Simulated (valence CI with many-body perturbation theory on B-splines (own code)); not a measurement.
## Questions on Hg75+

Computed by relativistic CI+MBPT: three valence electrons over a frozen Dirac-Fock core [He], radial functions for each j: 11 s, 11 p, 9 d, 7 f, 5 g, 2 h, 1 i, with the one-electron correlation potential Σ1, the two-electron term Σ2, the three-electron term Σ3, Breit, model QED; selected CI, second order for the rest (own B-spline code, finite nucleus).

The last digits are not significant, and no measured levels were compared; by estimate large intervals hold to a few tenths of a per cent, small ones and those within an open d or f shell to about a per cent.

Levels are named by their leading jj configuration (3d3/2^4 stands for four electrons in 3d with j = 3/2), which in mixed levels can hold well under half, so a name can repeat and another be missing.

Rates and lifetimes use the calculated energies. Strong lines usually hold to 10 to 20 %, long lifetimes can be off by a factor of two.

(1) What is the ground level?

(2) Where does the other parity begin?

(3) How well does LS coupling describe the low levels?

(4) Among levels below 1209.0 Ry, which E1 lines absorb most strongly from the ground level?

(5) What is the ionisation energy?

Results:

(1) (2s^2 2p1/2) J=1/2, composition 100 % 2s2 2p 2P°, g = 0.605.

(2) At (2s 2p1/2^2) J=1/2, 22.9 Ry.

(3) Among the lowest 20 levels the leading LS term, summed over configurations, holds 76 % on average. For single configurations the figures are 75 % in LS and 99 % in jj coupling. Terms mix most in the J = 1/2 level at 22.9 Ry, where the leading one holds 48 %.

(4) to (2s^2 3d3/2) J=3/2 at 0.09136 nm, f = 0.540; to (2s 2p1/2 2p3/2) J=3/2 at 0.5074 nm, f = 0.198; to (2s 2p1/2 3p1/2) J=3/2 at 0.09456 nm, f = 0.193.

(5) 22576 eV; NIST lists 22580 ± 100 eV (theoretical).
